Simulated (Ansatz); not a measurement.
GaH2Et (C₂H₇Ga). Total charge 0; singlet. Geometry r2SCAN-D4/def2-SVP, basis def2-TZVP, Ansatz.

```xyz
10

C    -0.549   -0.215   -0.260
C     0.065    1.092   -0.763
Ga    0.421   -1.150    1.178
H     1.767   -0.570    1.748
H    -0.153   -2.490    1.767
H    -1.582   -0.054    0.105
H    -0.667   -0.942   -1.087
H    -0.532    1.549   -1.572
H     0.147    1.841    0.042
H     1.083    0.940   -1.158
```

| run | HOMO (eV) | LUMO (eV) |
| --- | --- | --- |
| A | -7.01 | -1.60 |
| B | -6.33 | -2.19 |
| C | -8.87 | -0.51 |
| D | -6.57 | -1.88 |
| E | -7.52 | -1.38 |

Another isomer (singlet) lies 0.48 eV lower at PBE0-D4/def2-TZVP; other spin states weren't run for this one.

Question: The runs used CAM-B3LYP, PBE, PBE0, r2SCAN, r2SCANh. Estimate which is which.

Answer: A r2SCANh (10 % exact exchange); B PBE (0 % exact exchange); C CAM-B3LYP (range-separated); D r2SCAN (0 % exact exchange); E PBE0 (25 % exact exchange). Exact exchange lowers occupied and raises empty levels; among semilocal functionals meta-GGAs tend to open the gap a little, and such runs are hard to tell apart. The gap grows from 4.14 eV (PBE) to 8.35 eV (CAM-B3LYP).
